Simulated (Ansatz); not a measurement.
`CC(=O)O[SiH](F)F` + H₂ → `CC(=O)O[SiH2]F` + H–F at 700 K and 1 bar (hydrogenolysis of the Si–F bond).

Isolated molecules relaxed with PBE0-D4/def2-TZVP in Ansatz; ΔE leaves out vibrations. CCSD(T)/CBS adds triple-zeta CCSD(T) − MP2 to the extrapolated MP2 energy (def2 sets, frozen cores). This one scheme is used for every species. Each species was taken in one conformer, which may not be the lowest.

```json
{"species": "`CC(=O)O[SiH](F)F`", "CCSD(T)/CBS energy (Eh)": "-717.72603", "H − E (kJ/mol)": "263.8", "S (J/(mol·K))": "507.6"}
{"species": "H₂", "CCSD(T)/CBS energy (Eh)": "-1.17544", "H − E (kJ/mol)": "46.8", "S (J/(mol·K))": "155.3"}
{"species": "`CC(=O)O[SiH2]F`", "CCSD(T)/CBS energy (Eh)": "-618.45411", "H − E (kJ/mol)": "272.0", "S (J/(mol·K))": "480.1"}
{"species": "H–F", "CCSD(T)/CBS energy (Eh)": "-100.39570", "H − E (kJ/mol)": "45.2", "S (J/(mol·K))": "198.5"}
```

H − E and S are ideal-gas, rigid-rotor, harmonic terms from PBE0-D4/def2-TZVP, for one conformer and one mirror image of each species. The MP2-based limit puts H₂ 0.8 mEh under its directly extrapolated value; such offsets cancel only in part. 1 Eh = 2625.50 kJ/mol, R = 8.31446 J/(mol·K).

**Question.** By hand: ΔE, ΔH, ΔS and ΔG.

**Answer.** ΔE = (-618.45411) + (-100.39570) − (-717.72603) − (-1.17544) = 0.05166 Eh = 135.6 kJ/mol. Δ(H − E) = 272.0 + 45.2 − 263.8 − 46.8 = 6.6, so ΔH = 142.2 kJ/mol. ΔS = 480.1 + 198.5 − 507.6 − 155.3 = 15.7 J/(mol·K). ΔG = 142.2 − 700 × (15.7)/1000 = 131.2 kJ/mol.

**Question.** By hand: the equilibrium constant, and the temperature at which ΔG would vanish if ΔH and ΔS stayed fixed.

**Answer.** log₁₀ K = −ΔG/(RT ln 10) = -9.8. ΔG = 0 at ΔH/ΔS = 9057 K, far beyond where these terms or the molecules hold.

ΔH outweighs TΔS. A doubt of 5 kJ/mol in ΔE shifts log₁₀ K by 0.4 here. Other conformers and mirror images would add mixing entropy, several J/(mol·K) or more a flexible species. These are equilibria of isolated gas molecules and say nothing of rates. Largest T1 diagnostic: 0.014 (customary marks: 0.02 for closed shells, 0.045 for open ones).
